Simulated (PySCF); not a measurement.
H₄STi, SMILES [SH][TiH3], multiplicity 1. Atoms are numbered in the order given.

```xyz
6

Ti    -0.0018    -0.8658     0.0000
H      1.6197    -1.3502     0.0000
H     -0.7961    -1.4392     1.3725
H     -0.7961    -1.4392    -1.3725
S     -0.0785     1.3765     0.0000
H      1.2683     1.2524     0.0000
```

The structure is a stationary point at ωB97X-D3(BJ)/def2-TZVP. The spin state was assumed, not searched.

Level of theory: B3LYP/pcSseg-2 (PySCF).

GIAO shieldings, no solvent; atoms alike by connectivity are averaged. δ = σ(ref) − σ: ¹H against TMS (σ = 31.68 ppm); ³³S against H2S (σ = 688.9 ppm), references at their B3LYP-D3(BJ)/def2-TZVP geometries, non-relativistic.

**Question.** Estimate the chemical shifts. (Estimate from the structure and the level; the computed values follow.)

**Answer.** 
```tsv
nucleus	atoms	count	δ (ppm)
¹H	H2, H3, H4	3	10.21
¹H	H6	1	6.39
³³S	S5	1	839.1
```
